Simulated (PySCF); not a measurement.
Species: C₂H₄AlBr.
Bonds: C1–C2 (double), C2–Al3, Al3–Br4. Hydrogens: H5, H6 on C1; H7 on C2; H8 on Al3.

A linear-response calculation (PySCF, def2-SVPD basis, gas phase, vertical, core orbitals frozen in the response) gave these numbers; the functional is withheld.

Orbital energies (eV): HOMO-3 -8.67, HOMO-2 -8.51, HOMO-1 -8.09, HOMO -7.88, LUMO -1.95, LUMO+1 -0.35, LUMO+2 -0.19.

```
state  E (eV)       f  main configurations (H = HOMO, L = LUMO)
   S1    4.86  0.0004                                 H→L (98%)
   S2    5.64   0.010                               H-3→L (92%)
   S3    5.66   0.186                  H-1→L (78%), H-2→L (12%)
   S4    5.97   0.023                  H-2→L (84%), H-1→L (10%)
   S5    6.21  0.0029                               H-4→L (99%)
   S6    6.63  0.0039                 H→L+2 (85%), H-3→L+2 (9%)
```

Triplets (Tamm–Dancoff): T1 4.00 eV, H-1→L (73%), H-1→L+2 (13%), H-2→L (9%); T2 4.57 eV, H→L (86%), H-3→L (12%); T3 5.30 eV, H-2→L (82%), H-1→L (14%); T4 5.37 eV, H-3→L (79%), H→L (12%).

Vertical ionisation energy by ΔSCF with the same functional: 10.01 eV. Mean static polarisability: 75.0 au.

Question: Name the functional.
A. wB97X-D
B. PBE
C. B3LYP
D. HF

Answer: C. B3LYP is a global hybrid with 20% exact exchange. In this run −ε(HOMO) = 7.88 eV differs from the ΔSCF value by -2.13 eV, and S1 differs from the orbital gap of 5.93 eV by -1.07 eV. The ratio −ε(HOMO)/IP is 0.79. Usual ranges for neutral molecules in this basis: 0.67 to 0.83 with B3LYP, 0.5 to 0.7 with PBE, 0.89 to 0.99 with wB97X-D; with Hartree–Fock the ratio is 1 or more (Koopmans' value less the relaxation energy is the ΔSCF value). The other options: PBE, a GGA without exact exchange; HF, time-dependent Hartree–Fock, 100% exact exchange; wB97X-D, range-separated, 22% exact exchange at short range and 100% at long range (ω = 0.2 bohr⁻¹).

Computed, not measured: PySCF, TDDFT B3LYP/def2-SVPD, vertical, gas phase, core orbitals frozen in the response. Geometry: PBE0-D3(BJ)/def2-SVP, one conformer, isolated molecule. The B3LYP/def2-SVPD calculation is non-relativistic and has no spin–orbit coupling, an omission that weighs most on bromine.

Conformer computed: `[CH2:1]=[CH:2][AlH:3][Br:4]`: C1–C2–Al3–Br4 -176°.
